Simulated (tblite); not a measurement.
Compound: C7H7F4P.
Atom-mapped SMILES: `[CH3:1][c:2]1[c:3]([F:4])[cH:5][c:6]([C:7]([F:8])([F:9])[F:10])[p:11]1[CH3:12]` (hydrogens: H13, H14, H15 on C1; H16 on C5; H17, H18, H19 on C12)

Computed with GFN2-xTB (tblite), gas phase: L-BFGS steps from a force-field or distance-geometry start until the largest atomic force falls under 0.01 eV/Å.

At the end of the run (lengths in Å): P11–C12 1.851, C2–P11 1.821, C6–P11 1.816, C3–C5 1.435, C7–F10 1.346, C1–C2 1.488, C5–H16 1.077, C6–P11–C12 101.1°, C2–P11–C12 101.2°, F8–C7–F9 106.4°, C1–C2–C3 126.2°, C5–C6–C7–F8 -179°, H13–C1–C2–C3 108°, H17–C12–P11–C6 167°.

Question: These geometries were met on the way; a selection of coordinates is given. Order them by energy above the end point, lowest first.
A. P11–C12 1.857, C2–P11 1.815, C6–P11 1.806, C3–C5 1.432, C7–F10 1.343, C1–C2 1.494, C5–H16 1.081, C6–P11–C12 106.7°, C2–P11–C12 107.4°, F8–C7–F9 105.5°, C1–C2–C3 124.4°, C5–C6–C7–F8 162°, H13–C1–C2–C3 57°, H17–C12–P11–C6 132°
B. P11–C12 1.856, C2–P11 1.907, C6–P11 1.886, C3–C5 1.365, C7–F10 1.409, C1–C2 1.525, C5–H16 1.109, C6–P11–C12 127.7°, C2–P11–C12 123.6°, F8–C7–F9 114.1°, C1–C2–C3 122.2°, C5–C6–C7–F8 152°, H13–C1–C2–C3 60°, H17–C12–P11–C6 136°
C. P11–C12 1.851, C2–P11 1.799, C6–P11 1.796, C3–C5 1.426, C7–F10 1.342, C1–C2 1.494, C5–H16 1.081, C6–P11–C12 112.8°, C2–P11–C12 110.8°, F8–C7–F9 106.7°, C1–C2–C3 122.1°, C5–C6–C7–F8 165°, H13–C1–C2–C3 52°, H17–C12–P11–C6 136°
D. P11–C12 1.958, C2–P11 1.816, C6–P11 1.787, C3–C5 1.435, C7–F10 1.329, C1–C2 1.479, C5–H16 1.078, C6–P11–C12 122.0°, C2–P11–C12 119.3°, F8–C7–F9 108.1°, C1–C2–C3 121.1°, C5–C6–C7–F8 158°, H13–C1–C2–C3 55°, H17–C12–P11–C6 138°
E. P11–C12 1.878, C2–P11 1.815, C6–P11 1.825, C3–C5 1.411, C7–F10 1.353, C1–C2 1.489, C5–H16 1.077, C6–P11–C12 115.7°, C2–P11–C12 114.2°, F8–C7–F9 104.6°, C1–C2–C3 122.1°, C5–C6–C7–F8 164°, H13–C1–C2–C3 48°, H17–C12–P11–C6 137°

Answer: A (0.141 eV), C (0.228 eV), E (0.381 eV), D (0.674 eV), B (1.457 eV).

```
step  E above end (eV)  rms distance from the end, all atoms (Å)  largest force (eV/Å)  rms shift of all bonds from the end (Å)
  19             0.141                                     0.498                 0.262                                    0.005
  10             0.228                                     0.543                 0.272                                    0.009
   6             0.381                                     0.564                 0.657                                    0.010
   2             0.674                                     0.582                 1.198                                    0.027
   0             1.457                                     0.593                 3.883                                    0.037
```

Rows stand in the order of the answer.
